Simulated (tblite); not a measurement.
Run record: tight-binding relaxation, `S=Cc1ccc(C#Cc2ccc(-n3cccc3)cc2)cc1`.

Computed with GFN2-xTB geometry optimisation, gas phase (tblite 0.8.0). Start geometry: from a force field or distance geometry. The input is one job of a driver script: a line of settings, then coordinates in Å.

Input:
```
{"job": {"kind": "relax", "xc": "GFN2-xTB", "basis": "xTB"}, "charge": 0, "multiplicity": 1}
S     -8.171200    -1.513100     1.947500
C     -7.478600    -0.053100     1.627000
C     -6.070200    -0.094500     1.191600
C     -5.697000    -0.617600    -0.033800
C     -4.348700    -0.630100    -0.391600
C     -3.431300    -0.088300     0.470700
C     -2.017000    -0.029800     0.199900
C     -0.825600     0.013900     0.001900
C      0.607900     0.041300    -0.230300
C      1.266300     1.254700    -0.253700
C      2.626400     1.203000    -0.482400
C      3.279600     0.000600    -0.664800
N      4.692100     0.022500    -0.883300
C      5.446500    -0.856100    -1.606300
C      6.761700    -0.403700    -1.529200
C      6.784200     0.751300    -0.747300
C      5.491100     0.990100    -0.379700
C      2.599100    -1.204700    -0.636700
C      1.231200    -1.156500    -0.407300
C     -3.833600     0.444600     1.693600
C     -5.154500     0.461000     2.072800
H     -8.023600     0.869500     1.762300
H     -6.444400    -1.018500    -0.640600
H     -4.007800    -1.036400    -1.326800
H      0.725300     2.187200    -0.104700
H      3.147000     2.139400    -0.497400
H      5.088400    -1.739500    -2.135300
H      7.643300    -0.857100    -1.973100
H      7.676800     1.351200    -0.510700
H      5.150800     1.823600     0.239600
H      3.139500    -2.131100    -0.785100
H      0.686000    -2.115500    -0.387600
H     -3.124600     0.879100     2.396200
H     -5.428400     0.871300     3.022600
```

Q: What does the run print?

A: 
```
step      E/eV     max force
  0   -1452.12238    2.946
  1   -1452.37473    1.880
  2   -1452.43018    2.558
  3   -1452.47859    0.676
  4   -1452.51207    0.298
  5   -1452.53572    0.246
  6   -1452.55148    0.297
  7   -1452.56094    0.246
  8   -1452.56821    0.182
  9   -1452.57491    0.169
... (174 lines left out)
184   -1452.90176    0.014
185   -1452.90181    0.014
186   -1452.90185    0.016
187   -1452.90190    0.015
188   -1452.90197    0.015
189   -1452.90205    0.016
190   -1452.90212    0.016
191   -1452.90217    0.013
192   -1452.90221    0.010
193   -1452.90224    0.009
```

«max force» is the largest atomic force in eV/Å.

Q: From which step on does the largest force stay under 0.1 eV/Å, and how much energy is left to gain from there?

A: From step 42 (0.061 eV/Å), 34.2 meV above the end.

In short: energy lowered by 18.0 kcal/mol over 193 steps; largest atomic force 0.009 eV/Å at the end.

The run took 6.6 s wall, 25 s CPU on Intel Xeon Platinum 8488C, 4 threads (shared host).
Labels such as C1 count atoms from 1, the log's own numbers from 0.
